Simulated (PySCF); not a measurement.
# The second ionisation energy along group 13

Calculated with PySCF 2.14 from differences of total energies of unrestricted determinants, without spin-orbit coupling. Values in eV. The last column holds reference values (NIST; (s) semi-empirical, (t) theoretical, else measured). Unmarked ones compare directly (S terms, centres of terms, or small fine structure); those marked * lie between the lowest fine-structure levels and include a spin-orbit shift.

```csv
element,configurations,UHF,SCS-MP2 (valence),CCSD (valence),CCSDT (valence),PBE,r2SCAN,reference
"B (aug-cc-pVQZ, non-relativistic)",[He] 2s2 → [He] 2s1,23.443,24.687,25.102,25.102,24.603,24.265,25.155
"Al (aug-cc-pV(Q+d)Z, non-relativistic)",[Ne] 3s2 → [Ne] 3s1,17.521,18.473,18.615,18.615,18.763,18.380,18.829
"Ga (aug-cc-pVQZ-PP with ECP10MDF, ECP)",[Ar] 3d10 4s2 → [Ar] 3d10 4s1,18.745,19.650,19.772,19.772,20.678,20.491,20.515
"In (aug-cc-pVQZ-PP with ECP28MDF, ECP)",[Kr] 4d10 5s2 → [Kr] 4d10 5s1,17.009,17.807,17.913,17.913,19.049,18.803,18.870
"Tl (aug-cc-pVQZ-PP with ECP60MDF, ECP)",[Xe] 4f14 5d10 6s2 → [Xe] 4f14 5d10 6s1,18.363,19.052,19.123,19.123,20.506,20.321,20.428
```

Problem. Which of these methods has the smallest mean absolute error against the measured values here?

Solution. PBE, with 0.207 eV.

```json
{"method": "UHF", "elements": "5", "mean error (eV)": "-1.743", "mean absolute error (eV)": "1.743", "largest error (eV)": "-2.066"}
{"method": "SCS-MP2 (valence)", "elements": "5", "mean error (eV)": "-0.826", "mean absolute error (eV)": "0.826", "largest error (eV)": "-1.376"}
{"method": "CCSD (valence)", "elements": "5", "mean error (eV)": "-0.654", "mean absolute error (eV)": "0.654", "largest error (eV)": "-1.306"}
{"method": "CCSDT (valence)", "elements": "5", "mean error (eV)": "-0.654", "mean absolute error (eV)": "0.654", "largest error (eV)": "-1.306"}
{"method": "PBE", "elements": "5", "mean error (eV)": "-0.040", "mean absolute error (eV)": "0.207", "largest error (eV)": "-0.552"}
{"method": "r2SCAN", "elements": "5", "mean error (eV)": "-0.308", "mean absolute error (eV)": "0.308", "largest error (eV)": "-0.890"}
```

Errors include the incompleteness of the basis and the frozen core.

"Valence" correlates the outer s and p shells and, in groups 3 to 12 and the f block, the outer d or f shell, open or full, or the next shell where the ion has no valence electron left; the wider scheme adds the next inner shell.
